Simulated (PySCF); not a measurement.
## Predicted spectroscopic data

[PySCF 2.14.0 with density-fitted response routines: GFN2-xTB structure; B3LYP/pcJ-1 coupling constants (spin–dipole term left out of most H,H and C,H couplings); shieldings: GIAO PBE0/pcSseg-1; non-relativistic; one computed conformer; rapidly exchanging positions averaged; in vacuum]

δ = σ(ref) − σ, references computed at the same level: ¹H (σref 31.72) and ¹³C (σref 186.93) against TMS. Multiplet labels drop J under 1 Hz and among equivalent protons, and merge close values. Unscaled 3J(H,H) run several per cent high. Where no couplings were computed, multiplicities follow the n + 1 count of equivalent neighbours, and m marks all less simple cases (inequivalent or close neighbours, rings, F or P nearby). Vicinal couplings that depend on rotamer populations or ring flexing (ring, CH–CH, X–H and H–F types) are those of the one conformer. One-bond C–F couplings are unscaled and too large by tens of Hz. Shifts are as computed. Against solution values, carbons near 30 ppm lie about +3 ppm off and those near 130 ppm about +5 ppm. Of 1211 compounds with measured shifts, 218 miss one by over three times the rms of a fit or turn the order of signals round; such compounds aren't used in these exercises.

Compound 1 (C3H2F6). ¹H NMR (500 MHz, computed): δ 5.14 (dtq, J = 52.0, 11.3, 1.5 Hz, 2H). ¹³C{¹H} NMR (computed): δ 128.3 (C, qt, J = 358.7, 34.0 Hz), 120.6 (C, tqd, J = 318.0, 37.5, 21.5 Hz), 85.5 (CH2, dt, J = 244.2, 32.6 Hz). Structure: 1,1,1,2,2,3-hexafluoropropane.

Compound 2 (C8H7N). ¹H NMR (500 MHz, computed): δ 8.97 (s, 1H), 8.03 (d, 1H), 7.35 (d, 1H), 2.92 (s, 1H), 2.80 (s, 3H). ¹³C{¹H} NMR (computed): δ 163.7 (C), 159.8 (CH), 147.2 (CH), 126.9 (CH), 119.8 (C), 90.3 (CH), 86.7 (C), 27.7 (CH3). Structure: SMILES C#Cc1ccc(C)nc1.
